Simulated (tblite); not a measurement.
Compound: C₄H₄FPS.
Bonds: C1–C2, C2–P3 (aromatic), P3–C4 (aromatic), C4–F5, C4–C6 (aromatic), C6–S7 (aromatic), C2–S7 (aromatic). Hydrogens: H8, H9, H10 on C1; H11 on C6.

Structure optimised with GFN2-xTB, isolated species.

(1) List the bond lengths and angles at this level.

## Answers

(1) 
```
                bond  length (pm)     order
               C1–C2        149.1    single
               C2–P3        171.3  aromatic
               P3–C4        177.8  aromatic
               C4–F5        134.6    single
               C4–C6        135.3  aromatic
               C6–S7        171.1  aromatic
               C2–S7        173.2  aromatic
C1–H8, C1–H9, C1–H10        108.9    single
              C6–H11        107.4    single
```

Bonds in one row agree within 1 pm and their mean is given. Orders are formal, as drawn. A selection of angles:
```
    angle  degrees
 C2–C1–H8    109.9
 C2–C1–H9    110.9
 H8–C1–H9    108.8
H9–C1–H10    107.7
 C1–C2–P3    124.4
 C1–C2–S7    117.6
 P3–C2–S7    118.0
 C2–P3–C4     91.8
 P3–C4–F5    120.3
 P3–C4–C6    119.4
 F5–C4–C6    120.4
 C4–C6–S7    115.2
C4–C6–H11    125.8
S7–C6–H11    119.0
 C2–S7–C6     95.6
```

S7 (thiophene-type sulfur) is bent (angle 95.6°). The 2 C–P bonds span 1.713 Å (C2–P3, aromatic) to 1.778 Å (P3–C4, aromatic), a spread of 0.065 Å. The 2 C–S bonds span 1.711 Å (C6–S7, aromatic) to 1.732 Å (C2–S7, aromatic), a spread of 0.021 Å. The 7 heavy atoms lie in one plane (0.001 Å rms). The 5-membered ring C2–P3–C4–C6–S7 has internal angles of 91.8° to 119.4°; it is planar, 0.00 Å rms from its mean plane, widest ring torsion 0°. The C–C distances run from 1.353 Å (C4–C6, aromatic) to 1.491 Å (C1–C2, drawn single), a spread of 0.138 Å.

Point group: Cs (tolerance 0.08 Å). Its GFN2-xTB frequencies are all real (lowest 88 cm⁻¹).

The numbers are calculated, not measured.
